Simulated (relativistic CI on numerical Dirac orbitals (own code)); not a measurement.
**Line list: Electric-dipole lines, C**

Method of calculation: Dirac-Coulomb-Breit CI, orbitals from a KLI potential per configuration, QED by a radiative potential, valence Slater integrals scaled by 0.85, configuration energies shifted to the measured levels that pair with them (semi-empirical) (own radial code, finite nucleus).

Configurations in the expansion (outside the closed core 1s2): 2s2 2p2, 2s 2p3, 2s2 2p 3s, 2s2 2p 3p, 2s2 2p 3d, 2s2 2p 4s, 2p4, 2s2 2p 4p, 2s2 2p 4d, 2s2 2p 4f, 2s2 3s2, 2s2 3s 3p, 2s2 3s 3d. Levels of other configurations are missing.

```
λ vac (nm)                 Lower                 Upper   A (s⁻¹)  log gf  S velocity/length
    165.62      2s2 2p2 3P_1 [2]   2s2 2p 3s 3P°_2 [9]  6.58e+07   -0.87               0.92
    165.68      2s2 2p2 3P_2 [3]   2s2 2p 3s 3P°_2 [9]  1.96e+08   -0.39               0.92
    165.69      2s2 2p2 3P_0 [1]   2s2 2p 3s 3P°_1 [8]  8.75e+07   -0.97               0.92
    165.80      2s2 2p2 3P_2 [3]   2s2 2p 3s 3P°_1 [8]  1.09e+08   -0.87               0.92
    195.32      2s2 2p2 1D_2 [4]  2s2 2p 3s 1P°_1 [10]  3.14e+08   -0.27               0.81
    836.50  2s2 2p 3s 1P°_1 [10]   2s2 2p 3p 1S_0 [23]  3.90e+07   -0.39               0.59
    906.37   2s2 2p 3s 3P°_1 [8]   2s2 2p 3p 3P_2 [21]  8.83e+06   -0.26               0.51
    906.52   2s2 2p 3s 3P°_0 [7]   2s2 2p 3p 3P_1 [20]  1.15e+07   -0.37               0.50
    908.14   2s2 2p 3s 3P°_1 [8]   2s2 2p 3p 3P_1 [20]  8.60e+06   -0.50               0.50
    909.22   2s2 2p 3s 3P°_1 [8]   2s2 2p 3p 3P_0 [19]  3.64e+07   -0.35               0.51
    909.79   2s2 2p 3s 3P°_2 [9]   2s2 2p 3p 3P_2 [21]  2.76e+07    0.23               0.51
    911.58   2s2 2p 3s 3P°_2 [9]   2s2 2p 3p 3P_1 [20]  1.63e+07   -0.22               0.52
    959.84  2s2 2p 3s 1P°_1 [10]   2s2 2p 3p 1D_2 [22]  3.13e+07    0.34               0.58
    964.79   2s2 2p 3s 3P°_1 [8]   2s2 2p 3p 3S_1 [18]  9.68e+06   -0.39               0.72
    968.68   2s2 2p 3s 3P°_2 [9]   2s2 2p 3p 3S_1 [18]  1.39e+07   -0.23               0.74
    1048.4   2s2 2p 3s 3P°_1 [8]   2s2 2p 3p 3D_2 [16]  1.74e+07    0.16               0.74
    1048.6   2s2 2p 3s 3P°_0 [7]   2s2 2p 3p 3D_1 [15]  1.29e+07   -0.20               0.74
    1049.2   2s2 2p 3s 3P°_2 [9]   2s2 2p 3p 3D_3 [17]  2.29e+07    0.42               0.74
    1050.7   2s2 2p 3s 3P°_1 [8]   2s2 2p 3p 3D_1 [15]  9.29e+06   -0.34               0.75
    1053.0   2s2 2p 3s 3P°_2 [9]   2s2 2p 3p 3D_2 [16]  5.42e+06   -0.35               0.75
    1207.1   2s2 2p 3p 3D_1 [15]  2s2 2p 4s 3P°_2 [31]  3.11e+06   -0.47               0.82
    1207.4   2s2 2p 3p 3D_1 [15]  2s2 2p 3d 3F°_2 [30]  2.14e+07    0.37               0.85
    1207.8   2s2 2p 3p 3D_2 [16]  2s2 2p 3d 3F°_3 [32]  2.57e+07    0.59               0.85
    1208.2   2s2 2p 3p 3D_3 [17]  2s2 2p 3d 3F°_4 [33]  2.84e+07    0.75               0.85
    1210.2   2s2 2p 3p 3D_2 [16]  2s2 2p 4s 3P°_2 [31]  4.45e+06   -0.31               0.93
    1212.7   2s2 2p 3p 3D_3 [17]  2s2 2p 3d 3F°_3 [32]  2.62e+06   -0.39               0.85
    1215.2   2s2 2p 3p 3D_3 [17]  2s2 2p 4s 3P°_2 [31]  7.62e+06   -0.07               1.00
    1215.7   2s2 2p 3p 3D_2 [16]  2s2 2p 4s 3P°_1 [29]  9.17e+06   -0.22               0.99
    1344.7   2s2 2p 3p 3S_1 [18]  2s2 2p 4s 3P°_2 [31]  5.24e+06   -0.15               0.95
    1351.5   2s2 2p 3p 3S_1 [18]  2s2 2p 4s 3P°_1 [29]  6.45e+06   -0.28               0.94
```

Terms are leading LS components. Brackets give the number of a level in order of energy, since labels repeat. The list gives strong lines, with weight on those to low levels, without configurations that were not tied to measured data, among the lowest 76 of 93 levels, so that lines to higher ones, which can be the strongest, are missing, and without lines across small gaps between configurations, and without 78 lines that miss the measured interval by over 3.5 %, start from a term whose rates miss tabulated ones by over 60 %, have gauges far apart or, lacking measured levels, span too small a gap for the errors found; lines with a level outside our table were not tested and can miss by more. Levels whose partners in the same complex of configurations lie outside the list can be far off, and so can their lines. Rates are taken at the computed energies, electric ones in the length gauge. A velocity-to-length ratio far from 1 marks an uncertain rate.

Configurations whose levels could be paired with our table of measured levels were shifted onto them, all but the ground configuration, by the median error of their levels; single terms can still be off by 1,000 to 2,000 cm⁻¹ or more, and rates follow the energies as ν³ (E1, M1) or ν⁵ (E2). The others borrow a shift and can be off by several thousand cm⁻¹ or more. The fine structure of a lone outer electron comes out too small, for d and f at times inverted, and misplaced configurations move strength between like terms. 35 of the 36 excited levels that our extract of the measured tables holds in this range could be paired (the sources list more); they are missed by 424 cm⁻¹ on average and 4738 at most, after the shifts were fitted to these levels, and levels without a partner can miss by more.

LS names give the leading component of a level, which can be under half, so a name can repeat, a term be missing and a line seem to break the LS rules.
